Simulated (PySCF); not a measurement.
C2H8O2Si, SMILES CO[SiH](C)O.

Geometry optimised at PBE-D3(BJ)/def2-SVP. One conformer was computed; it need not be the lowest.

All values below come from PBE-D3(BJ)/def2-SVP (PySCF).

Frequencies are harmonic and unscaled.

Q: Estimate the vibrational spectrum. (Estimate from the structure and the level; the computed values follow.)

A: 
| mode | ν (cm⁻¹) | IR (km/mol) | moving atoms (share of kinetic energy) |
|---|---|---|---|
| 1 | 54 | 4.2 | O 43 %, H 29 %, C 24 % |
| 2 | 97 | 0.2 | H 95 % |
| 3 | 105 | 0.4 | H 94 % |
| 4 | 148 | 0.4 | C 36 %, H 35 %, O 17 %, Si 11 % |
| 5 | 195 | 45.5 | H 46 %, O 30 %, C 19 % |
| 6 | 246 | 38.5 | H 72 %, C 13 %, O 11 % |
| 7 | 299 | 12.0 | H 31 %, O 27 %, C 23 %, Si 19 % |
| 8 | 337 | 29.2 | O 66 %, Si 25 %, H 9 % |
| 9 | 631 | 22.9 | H 61 %, C 28 %, O 9 % |
| 10 | 685 | 80.4 | H 57 %, C 16 %, O 14 %, Si 13 % |
| 11 | 739 | 24.4 | H 46 %, C 28 %, Si 19 % |
| 12 | 746 | 35.2 | H 52 %, O 28 %, Si 11 %, C 10 % |
| 13 | 818 | 22.0 | H 66 %, O 18 %, C 9 % |
| 14 | 825 | 137.5 | H 53 %, O 27 %, Si 13 % |
| 15 | 873 | 266.3 | H 62 %, Si 26 %, C 9 % |
| 16 | 930 | 138.2 | H 51 %, Si 34 %, O 14 % |
| 17 | 1119 | 168.4 | O 35 %, C 33 %, H 30 % |
| 18 | 1135 | 1.8 | H 76 %, C 19 % |
| 19 | 1174 | 122.8 | H 46 %, O 27 %, C 25 % |
| 20 | 1224 | 43.3 | H 76 %, C 23 % |
| 21 | 1378 | 3.6 | H 96 % |
| 22 | 1379 | 2.9 | H 96 % |
| 23 | 1420 | 3.4 | H 96 % |
| 24 | 1423 | 11.3 | H 89 %, C 10 % |
| 25 | 1425 | 2.5 | H 96 % |
| 26 | 2120 | 167.4 | H 97 % |
| 27 | 2902 | 82.9 | H 97 % |
| 28 | 2968 | 50.2 | H 90 %, C 10 % |
| 29 | 2986 | 0.4 | H 97 % |
| 30 | 3030 | 31.7 | H 91 %, C 9 % |
| 31 | 3088 | 1.5 | H 91 %, C 9 % |
| 32 | 3092 | 2.3 | H 91 %, C 9 % |
| 33 | 3778 | 60.5 | H 94 % |
